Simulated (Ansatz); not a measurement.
```xyz
11

Si    0.308   -1.748    0.030
Si   -0.224    0.428   -0.627
S     1.533    1.224   -1.566
As   -0.838    1.818    1.190
H    -0.892   -2.350    0.671
H     0.720   -2.594   -1.122
H     1.414   -1.698    1.022
H    -1.374    0.429   -1.575
H     1.017    2.447   -1.781
H     0.230    1.217    2.092
H    -1.895    0.828    1.667
```

Charge 0, multiplicity 1.

(1) List the B3LYP/def2-TZVPP orbital energies in eV (Ansatz). (Estimate.)

## Answers

(1) Computed: Occupied: -11588.14, -2417.93, -1799.67, -1798.98, -1465.02, -1309.58, -1309.57, -1309.55, -215.95, -190.20, -160.51, -160.43, -160.31, -144.15, -143.56, -137.36, -137.33, -137.25, -99.49, -99.46, -99.44, -98.87, -98.87, -98.86, -44.56, -44.54, -44.48, -44.45, -44.42, -20.16, -17.50, -15.24, -13.35, -11.52, -10.44, -9.86, -9.79, -9.33, -8.81, -8.70, -7.43, -6.99. Lowest empty: -0.75, -0.36, -0.24, 0.13, 0.29, 0.71, 0.95, 1.33.

B3LYP here is the variant with VWN-RPA as its local correlation; programs differ in this.
